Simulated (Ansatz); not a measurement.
Relative stability

The two ends of one reaction step of ZnH4SO, closed shell (PBE0-D4/def2-TZVP).

A:

```
7
angstrom
Zn 0.5460 -0.6225 1.0191
H 0.5544 0.1922 2.3101
O 0.9162 -1.7763 -0.3053
H -0.7809 2.1769 -0.0404
S -1.1908 1.0323 -0.6090
H 0.1753 -2.0654 -0.8385
H -0.2203 1.0628 -1.5360
```

B:

```csv
atom,x (Å),y (Å),z (Å)
Zn1,-0.3030,-0.3191,-0.5226
H2,0.5165,0.3019,1.9845
O3,0.5887,-1.6315,0.2784
H4,0.2031,0.9805,1.9283
S5,-1.3995,1.2914,-1.4366
H6,0.6914,-2.4377,-0.2300
H7,-0.2971,1.8146,-2.0019
```

Program: Ansatz 0.2.0. Basis: def2-TZVPP. Cores are frozen in the correlated methods. The 3s and 3p shells of Cu and Zn are frozen; filled d shells are correlated. B3LYP uses VWN-RPA correlation.

Task: Which structure is lower at CCSD(T), and by how much? (To be estimated.)

Result: Computed: B, by 12.28 kcal/mol (electronic energy, against the other). By their contacts, A is a complex of ZnH₂O ([OH][ZnH]) + H₂S and B is a complex of ZnH₂SO ([OH][Zn][SH]) + H₂.

All methods give the same order:

```json
{"method": "SPW92", "E(B) − E(A) (kcal/mol)": "-9.41"}
{"method": "PBE-D4", "E(B) − E(A) (kcal/mol)": "-11.86"}
{"method": "BLYP-D4", "E(B) − E(A) (kcal/mol)": "-11.61"}
{"method": "r2SCAN-D4", "E(B) − E(A) (kcal/mol)": "-12.43"}
{"method": "B97M-V", "E(B) − E(A) (kcal/mol)": "-10.36"}
{"method": "PBE0-D4", "E(B) − E(A) (kcal/mol)": "-12.05"}
{"method": "B3LYP-D4", "E(B) − E(A) (kcal/mol)": "-11.64"}
{"method": "r2SCAN0-D4", "E(B) − E(A) (kcal/mol)": "-12.55"}
{"method": "BHLYP-D4", "E(B) − E(A) (kcal/mol)": "-11.82"}
{"method": "CAM-B3LYP-D4", "E(B) − E(A) (kcal/mol)": "-10.91"}
{"method": "wB97X-V", "E(B) − E(A) (kcal/mol)": "-11.88"}
{"method": "wB97M-V", "E(B) − E(A) (kcal/mol)": "-11.68"}
{"method": "B2PLYP", "E(B) − E(A) (kcal/mol)": "-12.85"}
{"method": "PBE-QIDH", "E(B) − E(A) (kcal/mol)": "-13.15"}
{"method": "RPA on PBE", "E(B) − E(A) (kcal/mol)": "-11.02"}
{"method": "HF", "E(B) − E(A) (kcal/mol)": "-12.55"}
{"method": "MP2", "E(B) − E(A) (kcal/mol)": "-14.29"}
{"method": "CCSD", "E(B) − E(A) (kcal/mol)": "-11.90"}
{"method": "CCSD(T)", "E(B) − E(A) (kcal/mol)": "-12.28"}
```

T1 diagnostic: at most 0.016.

Labels in which every atom is bracketed show which atoms are joined, not bond orders.

For scale, one of the runs: CCSD(T)/def2-TZVPP, 193 basis functions, launched by `ansatz run in.yaml --threads 4 --pin off --events-out ev --progress --plain --max-ram 9574MiB`. The run took 46 s on 4 CPU threads of an Arm Neoverse V1 (shared host), with 2.1 GiB of host memory at its peak.
